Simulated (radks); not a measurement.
Removal energies from the chromium ion Cr2+, [Ar] 3d(3/2: 4, 5/2: 0), by Delta-SCF beside the eigenvalue of the level emptied. Method: Dirac Kohn-Sham, PBE, spin-unpolarised, spherical densities, finite nucleus; Fermi nuclear charge, rms radius of each element as measured or else 0.836 A^(1/3) + 0.57 fm; computed with a radial shooting solver on a logarithmic mesh with Libxc functionals. Sub-shells are occupied by j as written (lower j first in brackets).

[
 {"removed from": "3d3/2", "final configuration": "[Ar] 3d(3/2: 3, 5/2: 0)", "Delta-SCF (eV)": "30.777", "-eigenvalue (eV)": "22.876"},
 {"removed from": "3p3/2", "final configuration": "[Ne] 3s2 3p(1/2: 2, 3/2: 3) 3d(3/2: 4, 5/2: 0)", "Delta-SCF (eV)": "75.053", "-eigenvalue (eV)": "66.063"},
 {"removed from": "3p1/2", "final configuration": "[Ne] 3s2 3p(1/2: 1, 3/2: 4) 3d(3/2: 4, 5/2: 0)", "Delta-SCF (eV)": "76.131", "-eigenvalue (eV)": "67.095"},
 {"removed from": "3s1/2", "final configuration": "[Ne] 3s1 3p6 3d(3/2: 4, 5/2: 0)", "Delta-SCF (eV)": "104.40", "-eigenvalue (eV)": "95.083"}
]
